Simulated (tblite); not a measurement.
Compound: C6H14O2Si.
Geometry (GFN2-xTB, Å), atoms numbered from 1 in this order:
```xyz
23
C6H14O2Si angstrom
C      2.6997    0.6795   -1.2021
C      1.9671   -0.2476   -0.2438
O      0.5883   -0.1771   -0.5145
C     -0.2186   -1.0899    0.2184
C     -1.5751   -1.1387   -0.4881
C     -2.2397    0.2356   -0.3493
Si    -1.5451    0.9669    1.2704
O     -0.6734    2.3262    1.0587
C     -0.4768   -0.5687    1.6330
H      2.4820    0.3967   -2.2284
H      3.7708    0.6138   -1.0321
H      2.3794    1.7073   -1.0525
H      2.3192   -1.2832   -0.3783
H      2.1803    0.0461    0.7956
H      0.2650   -2.0811    0.2181
H     -1.4430   -1.4173   -1.5342
H     -2.1825   -1.9023   -0.0003
H     -3.3224    0.1354   -0.3728
H     -1.9618    0.8615   -1.1965
H     -2.4875    1.3481    2.3102
H      0.0217    2.3110    0.4018
H      0.4557   -0.3678    2.1562
H     -1.0080   -1.3274    2.2034
```

Computed with GFN2-xTB (tblite): harmonic, unscaled wavenumbers at the GFN2-xTB geometry, gas phase. This tight-binding method is rough: wavenumbers can miss measured ones by several per cent, in bad cases by 10 to 20. Modes of hydrogen on silicon can be 10 to 20 % off. One conformer, not necessarily the lowest.

Harmonic wavenumbers (cm⁻¹): 32.9, 45.6, 93.7, 118.1, 191.2, 204.9, 222.4, 230.8, 330.1, 347.6, 362.5, 423.4, 484.5, 569.8, 620.5, 641.0, 705.8, 727.9, 766.7, 809.2, 836.9, 841.0, 897.7, 911.4, 920.3, 937.5, 1002.2, 1026.5, 1069.2, 1096.4, 1114.7, 1136.3, 1150.2, 1167.9, 1188.9, 1220.1, 1258.1, 1264.4, 1295.5, 1315.7, 1324.1, 1353.7, 1402.1, 1469.9, 1478.7, 1483.9, 1489.3, 1495.7, 1499.5, 2341.0, 2826.4, 2834.7, 2872.0, 2977.3, 2990.3, 2999.4, 3005.7, 3018.8, 3020.8, 3042.3, 3046.1, 3051.0, 3625.9.

A = 1937, B = 1035, C = 854.5 MHz; mass 146.076 u (most abundant isotopes); point group C1, symmetry number 1.

Q: What is the zero-point energy?

A: ½Σν̃ = 42114 cm⁻¹ = 503.80 kJ/mol.

Q: Entropy at 273.15 K, 1 bar (ideal gas, RRHO, classical rotation)?

A: Translation 169.20, rotation 122.83, vibration 132.47: S = 424.5 J/(mol K).

Q: And Cp and H(273.15 K) − H(0)?

A: Cp = 169.75 J/(mol K), of which vibrations give 136.50 (their classical limit is 63 R = 523.8); H(273.15 K) − H(0) = 27.76 kJ/mol without the zero-point energy, 18.68 from vibrations.

Q: How do the functions run with temperature in this model?

A: 
| T (K) | S (J/(mol K)) | Cp (J/(mol K)) | H − H(0) (kJ/mol) | G − H(0) (kJ/mol) | ln q(vib) |
| --- | --- | --- | --- | --- | --- |
| 50 | 255.3 | 59.3 | 2.27 | -10.50 | 0.92 |
| 100 | 304.5 | 85.1 | 5.89 | -24.56 | 2.43 |
| 298.15 | 439.9 | 183.1 | 32.17 | -99.00 | 8.46 |
| 373.15 | 485.3 | 222.4 | 47.39 | -133.70 | 10.72 |
| 500 | 558.7 | 280.2 | 79.40 | -199.97 | 14.56 |
| 750 | 688.8 | 360.7 | 160.30 | -356.33 | 21.98 |
| 1000 | 800.3 | 413.3 | 257.48 | -542.83 | 28.97 |

q(vib) and H(0) count from the zero-point level.

Q: Which modes carry the vibrational entropy at 273.15 K?

A: 32.9 cm⁻¹: 22.90; 45.6 cm⁻¹: 20.19; 93.7 cm⁻¹: 14.27; 118.1 cm⁻¹: 12.39; 191.2 cm⁻¹: 8.60; 204.9 cm⁻¹: 8.07 J/(mol K); the other 57 give 46.04 together.

Q: Blend soft modes into free rotors: weight 1/[1 + (100 cm⁻¹/ν̃)⁴] for the oscillator and the rest for a rotor with moment μB/(μ + B), μ = h/(8π²ν), B = 10⁻⁴⁴ kg m². What vibrational entropy results?

A: 119.02 J/(mol K) in place of 132.47, which changes −T·S at 273.15 K by +3.67 kJ/mol.

Q: What must be added to the electronic energy to get the Gibbs energy at 273.15 K and 1 bar?

A: ZPE + [H(273.15 K) − H(0)] − T·S = 503.80 + 27.76 − 115.95 = 415.61 kJ/mol.

Hindered rotation and anharmonicity are outside this model. Other conformers, if any are populated, would add a mixing term that is left out. The structure is chiral; the term R ln 2 for an equal mix with its mirror image is left out.
